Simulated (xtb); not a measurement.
C$_{3}$H$_{9}$In, singlet, geometry from GFN2-xTB (such geometries of metal compounds can be far from the true shape); GFN2-xTB (xtb).

Input for xtb:
```
$ xtb mol.xyz --gfn 2 --opt --json

# file mol.xyz
13

In    -0.00027071     0.00058834    -0.00069908
C     -1.54741402    -1.60362658    -0.25516667
H     -1.47645898    -2.03150186    -1.25510468
H     -2.54532539    -1.18425536    -0.13021367
H     -1.39904443    -2.39480853     0.47847392
C     -0.16211960     1.91699700    -1.15548571
H      0.80256149     2.17280153    -1.59247574
H     -0.46352417     2.72452625    -0.48838330
H     -0.90066120     1.82322629    -1.95032013
C      1.71103614    -0.31596421     1.41393740
H      2.33646867     0.57422770     1.46297261
H      2.31750483    -1.15712290     1.07865522
H      1.33272866    -0.54035921     2.41094086
```

**Question.** Write the output that xtb gives for this input, abridged.

**Answer.** 
```
   ID    Z sym.   atoms
    1   49 In     1
    2    6 C      2, 6, 10
    3    1 H      3-5, 7-9, 11-13

           -------------------------------------------------
          |                Calculation Setup                |
           -------------------------------------------------

           -------------------------------------------------
          |                 G F N 2 - x T B                 |
           -------------------------------------------------

          ...................................................
          :                      SETUP                      :
          :.................................................:
          :  # basis functions                  31          :
          :  # atomic orbitals                  30          :
          :  # shells                           18          :
          :  # electrons                        24          :
          :  max. iterations                   250          :
          :  Hamiltonian                  GFN2-xTB          :
          :  restarted?                      false          :
          :  GBSA solvation                  false          :
          :  PC potential                    false          :
          :  electronic temp.          300.0000000     K    :
          :  accuracy                    1.0000000          :
          :  -> integral cutoff          0.2500000E+02      :
          :  -> integral neglect         0.1000000E-07      :
          :  -> SCF convergence          0.1000000E-05 Eh   :
          :  -> wf. convergence          0.1000000E-03 e    :
          :  Broyden damping             0.4000000          :
          :  net charge                          0          :
          :  unpaired electrons                  0          :
          ...................................................

 iter      E             dE          RMSdq      gap      omega  full diag
   1    -12.2686868 -0.122687E+02  0.133E+01    3.61       0.0  T
   2    -12.3122692 -0.435824E-01  0.544E+00    3.82       1.0  T
   3    -12.3127882 -0.518998E-03  0.347E+00    3.71       1.0  T
   4    -12.3148957 -0.210750E-02  0.184E-01    3.78       1.0  T
   5    -12.3149736 -0.778578E-04  0.662E-02    3.79       1.0  T
   6    -12.3149756 -0.205493E-05  0.466E-02    3.79       1.0  T
   7    -12.3149782 -0.258530E-05  0.265E-02    3.79       1.0  T
   8    -12.3149782 -0.467219E-07  0.203E-03    3.79      13.7  T
[...]
         :: total energy             -12.152280656272 Eh    ::
 * total energy  :   -12.1522807 Eh     change       -0.2453149E-11 Eh
   *** GEOMETRY OPTIMIZATION CONVERGED AFTER 1 ITERATIONS ***
         :: total energy             -12.152280656275 Eh    ::
[...]
    13   1 H        0.925     0.045     2.388     2.416

 Mol. C6AA /au·bohr⁶  :       2045.297750
 Mol. C8AA /au·bohr⁸  :     108950.959235
 Mol. α(0) /au        :         75.031543

Wiberg/Mayer (AO) data.
largest (>0.10) Wiberg bond orders for each atom

 ---------------------------------------------------------------------------
     #   Z sym  total        # sym  WBO       # sym  WBO       # sym  WBO
 ---------------------------------------------------------------------------
     1  49 In   2.760 --     6 C    0.773     2 C    0.773    10 C    0.773
     2   6 C    3.957 --     5 H    0.946     4 H    0.945     3 H    0.944
                             1 In   0.773     6 C    0.169    10 C    0.169
     3   1 H    0.998 --     2 C    0.944
     4   1 H    0.998 --     2 C    0.945
     5   1 H    0.997 --     2 C    0.946
     6   6 C    3.957 --     9 H    0.946     7 H    0.945     8 H    0.944
                             1 In   0.773    10 C    0.169     2 C    0.169
     7   1 H    0.998 --     6 C    0.945
     8   1 H    0.998 --     6 C    0.944
     9   1 H    0.997 --     6 C    0.946
    10   6 C    3.956 --    11 H    0.946    13 H    0.945    12 H    0.944
                             1 In   0.773     6 C    0.169     2 C    0.169
    11   1 H    0.997 --    10 C    0.946
    12   1 H    0.998 --    10 C    0.944
    13   1 H    0.998 --    10 C    0.945
 ---------------------------------------------------------------------------

Topologies differ in total number of bonds
Writing topology from bond orders to xtbtopo.mol

molecular dipole:
                 x           y           z       tot (Debye)
 q only:        0.000       0.002      -0.001
   full:       -0.000       0.002      -0.001       0.006
molecular quadrupole (traceless):
                xx          xy          yy          xz          yz          zz
 q only:        0.001       0.015      -0.036      -0.048      -0.012       0.035
  q+dip:        0.103       0.547       0.439       0.987      -0.762      -0.542
   full:       -0.182      -0.904      -0.719      -1.676       1.240       0.901

optimized geometry written to: xtbopt.xyz

           -------------------------------------------------
          | TOTAL ENERGY              -12.152280656275 Eh   |
          | GRADIENT NORM               0.000104752444 Eh/α |
          | HOMO-LUMO GAP               3.787069618683 eV   |
           -------------------------------------------------
```
